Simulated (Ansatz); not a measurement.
Cartesian coordinates in Å:
```
B 0.9456 0.4836 0.5737
Sb -1.0282 0.8094 -0.4017
O -0.5045 0.1776 -2.1933
Te -0.1624 -1.5497 0.9334
H 1.1122 1.0293 1.6232
H 1.8486 0.2316 -0.1672
H -1.2799 -0.0596 -2.7093
H -0.9314 -1.1221 2.3413
```

The species carries charge 0 and has multiplicity 1. Sb, Te: def2 effective core potential. The bonds changed during the relaxation, so this is another structure than the one it started from.

Question: List the PBE/def2-TZVPP orbital energies in eV (the Gaussian-basis code of Ansatz). (An estimate is asked.)

Answer: Ansatz gave: Occupied: -510.31, -176.48, -164.98, -149.97, -115.34, -115.25, -115.12, -102.96, -102.87, -102.64, -41.42, -41.39, -41.27, -41.20, -41.18, -33.37, -33.29, -33.12, -33.04, -33.02, -24.41, -16.86, -14.05, -11.59, -10.79, -9.52, -8.55, -7.91, -7.81, -7.05, -6.23, -5.57. Lowest empty: -2.75, -1.78, -1.31, -0.65, 0.23, 0.97, 1.75, 2.15.
